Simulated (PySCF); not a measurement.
BiF2, multiplicity 2. Atoms are numbered in the order given.

```xyz
3

Bi     0.0000     0.0000    -0.2408
F      0.0000    -1.5066     1.1103
F      0.0000     1.5066     1.1103
```
Charge 0, spin multiplicity 2.

The structure is a stationary point at B3LYP-D3(BJ)/def2-TZVP. The multiplicity is an assumed one; other spin states were not compared. The isomer is the one that the SMILES or the coordinates give; other isomers of the formula were not compared. The def2 effective core potentials stand for the cores of Bi; spin–orbit coupling is left out.

The numbers are results of B3LYP/def2-TZVPD (PySCF), not measurements.

Mulliken values depend strongly on the basis, most of all with diffuse functions as here. ESP charges are fitted to the potential on shells at 1.4 to 2.0 van der Waals radii. Atomic charges (e):

```tsv
atom	Mulliken	ESP fit	Mulliken spin
Bi1	1.09	[?]	0.99
F2	-0.54	[?]	0.00
F3	-0.54	[?]	0.00
```

Q: Complete the blanks. (Estimate from the structure and the level; the computed values follow.)

A: 
- Bi1, ESP fit: 0.67
- F2, ESP fit: -0.33
- F3, ESP fit: -0.33
